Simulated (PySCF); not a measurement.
Input of a run (PBE0-D3(BJ)/def2-SVP geometry optimisation, gas phase (PySCF 2.14.0)), started from GFN2-xTB:
```
{"job": {"xc": "PBE0", "basis": "def2-SVP", "d3": "d3bj", "grid": 1, "kind": "geom"}, "charge": 0, "multiplicity": 2}
C     -0.902800     1.661530     0.285920
C     -2.157830     1.175340     0.334900
C     -2.328270    -0.221550     0.179680
C     -1.249120    -1.035170    -0.017530
C      0.058730    -0.510880    -0.070200
C      1.219180    -1.282360    -0.274230
C      2.442350    -0.668150    -0.306790
N      2.612000     0.653300    -0.150160
C      1.561350     1.397100     0.039000
C      0.237280     0.901590     0.091870
H     -3.020880     1.804680     0.486990
H     -3.327040    -0.631160     0.219590
H     -1.383100    -2.101580    -0.136130
H      1.131020    -2.351000    -0.404010
H      3.352360    -1.231420    -0.462960
H      1.739550     2.457630     0.161250
```

Output (energies in Eh, forces in Eh/bohr):
```
step   0  E = -400.49777886  max force = 0.010558
step   1  E = -400.49940116  max force = 0.004810
step   2  E = -400.49919025  max force = 0.007370
step   3  E = -400.49963105  max force = 0.001991
step   4  E = -400.49965630  max force = 0.000829
step   5  E = -400.49965672  max force = 0.001079
step   6  E = -400.49966279  max force = 0.000264
optimisation converged
```

Q: Summarise the run.

A: The energy falls by 0.051 eV over 7 energy and gradient evaluations, the largest force component goes from 0.0106 to 2.6e-04 Eh/bohr, and the atoms move by 0.021 Å rms after alignment. Among the bonds, C1–C10, C2–H11, C3–H12, C6–H14, C7–H15 and C9–H16 change most and about equally (+0.013 to +0.014 Å). Bonds longer at the end by more than 0.005 Å: 16 of 17; shorter: 0. The energy rose by more than 1e-6 Eh at step 2. The first step brought 86 % of the lowering.

Q: What are the final bond lengths?

A: C1–C2 1.358 Å, C2–C3 1.423 Å, C3–C4 1.377 Å, C4–C5 1.420 Å, C5–C6 1.416 Å, C6–C7 1.376 Å, C7–N8 1.353 Å, N8–C9 1.308 Å, C9–C10 1.422 Å, C1–C10 1.398 Å, C5–C10 1.433 Å, C2–H11 1.093 Å, C3–H12 1.093 Å, C4–H13 1.092 Å, C6–H14 1.093 Å, C7–H15 1.095 Å, C9–H16 1.097 Å. Numbering counts from 1 in the input's order; the species is `[c]1cccc2ccncc12` [radical].

The run used 170 basis functions and 54 SCF cycles in all. Hardware: an x86-64 server with one thread (shared host). Cost: 1.7 min wall.

No PBE0-D3(BJ)/def2-SVP frequencies stand behind this structure, so it isn't proved a minimum. ⟨S²⟩ = 0.765 (exact for a doublet: 0.75).
